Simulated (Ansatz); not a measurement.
Molybdenum dichloride dioxide + H–F → `[O]=[Mo](=[O])([F])[Cl]` + HCl at 700 K and 1 bar (ligand exchange at a Mo–Cl bond).

Computed with Ansatz on PBE0-D4/def2-TZVP structures; ΔE is electronic, products minus reactants. CBS: MP2 limit from def2 TZ/QZ plus the TZ coupled-cluster correction, frozen cores. This one scheme is used for every species. Elements past krypton have def2 core potentials. For Mo outer-core shells are correlated without core-valence functions, which leaves a few kJ/mol of doubt a bond.

```json
{"species": "`[O]=[Mo](=[O])([Cl])[Cl]`", "CCSD(T)/CBS energy (Eh)": "-1138.21762", "H − E (kJ/mol)": "81.4", "S (J/(mol·K))": "418.0"}
{"species": "H–F", "CCSD(T)/CBS energy (Eh)": "-100.39570", "H − E (kJ/mol)": "45.2", "S (J/(mol·K))": "198.5"}
{"species": "`[O]=[Mo](=[O])([F])[Cl]`", "CCSD(T)/CBS energy (Eh)": "-778.22574", "H − E (kJ/mol)": "82.2", "S (J/(mol·K))": "410.4"}
{"species": "HCl", "CCSD(T)/CBS energy (Eh)": "-460.38127", "H − E (kJ/mol)": "38.4", "S (J/(mol·K))": "211.8"}
```

H − E and S are ideal-gas, rigid-rotor, harmonic terms from PBE0-D4/def2-TZVP. 1 Eh = 2625.50 kJ/mol, R = 8.31446 J/(mol·K).

By hand: ΔE, ΔH, ΔS and ΔG.

ΔE = (-778.22574) + (-460.38127) − (-1138.21762) − (-100.39570) = 0.00631 Eh = 16.6 kJ/mol. Δ(H − E) = 82.2 + 38.4 − 81.4 − 45.2 = -6.0, so ΔH = 10.6 kJ/mol. ΔS = 410.4 + 211.8 − 418.0 − 198.5 = 5.7 J/(mol·K). ΔG = 10.6 − 700 × (5.7)/1000 = 6.6 kJ/mol.

By hand: the equilibrium constant, and the temperature at which ΔG would vanish if ΔH and ΔS stayed fixed.

log₁₀ K = −ΔG/(RT ln 10) = -0.5. ΔG = 0 at ΔH/ΔS = 1860 K, though so small a ΔS makes that figure unsure.

TΔS isn't small against ΔH here. A doubt of 5 kJ/mol in ΔE shifts log₁₀ K by 0.4 here. These are equilibria of isolated gas molecules and say nothing of rates. Largest T1 diagnostic: 0.024 (customary marks: 0.02 for closed shells, 0.045 for open ones).
